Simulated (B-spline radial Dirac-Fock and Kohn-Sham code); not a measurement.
Auger parameter of praseodymium: the L3 level and its strongest L3-MM line

Level of theory: relaxed Dirac-Fock hole states (ΔSCF) with Breit and QED corrections and a finite nucleus; a radial finite-basis atomic code. The modified Auger parameter α′ is the binding energy plus the kinetic energy of the Auger electron; it does not depend on the energy zero. For free ions it tends to fall with charge, since less charge screens the final holes.

```
            species          configuration  binding 2p3/2 (eV)  Auger line  kinetic (eV)  α′ (eV)
                 Pr           [Xe] 4f3 6s2              5967.1    M3M3 J=2        3430.9   9398.0
                Pr⁺           [Xe] 4f3 6s1              5973.5    M3M3 J=2        3423.2   9396.7
               Pr²⁺               [Xe] 4f3              5981.0    M3M3 J=2        3414.6   9395.6
               Pr³⁺               [Xe] 4f2              6001.0    M3M3 J=2        3388.8   9389.8
               Pr³⁺               [Xe] 6s2              6028.7    M3M3 J=2        3351.4   9380.1
               Pr³⁺           [Xe] 4f1 5d1              6010.5    M3M3 J=2        3374.8   9385.3
               Pr³⁺           [Xe] 4f1 6p1              6015.2    M3M3 J=2        3369.7   9385.0
  Pr³⁺ (Watson 2 Å)               [Xe] 4f2              5979.5    M3M3 J=2        3410.4   9389.8
Pr³⁺ (Watson 2.7 Å)               [Xe] 4f2              5985.0    M3M3 J=2        3404.8   9389.8
               Pr⁴⁺               [Xe] 4f1              6023.8    M3M3 J=2        3360.4   9384.2
Pr⁴⁺ (Watson 1.8 Å)               [Xe] 4f1              5991.8    M3M3 J=2        3392.4   9384.2
               Pr⁵⁺      [Kr] 4d10 5s2 5p6              6048.9    M3M3 J=2        3329.7   9378.6
Pr⁵⁺ (Watson 2.7 Å)      [Kr] 4d10 5s2 5p6              6022.2    M3M3 J=2        3356.4   9378.6
               Pr⁶⁺  [Kr] 4d10 4f1 5s2 5p4              6058.6    M3M3 J=2        3324.8   9383.4
               Pr⁷⁺  [Kr] 4d10 4f1 5s2 5p3              6077.3    M3M3 J=2        3306.3   9383.6
```

Values without a named source are computed, but for edge energies of neutral atoms, which are taken from tables.
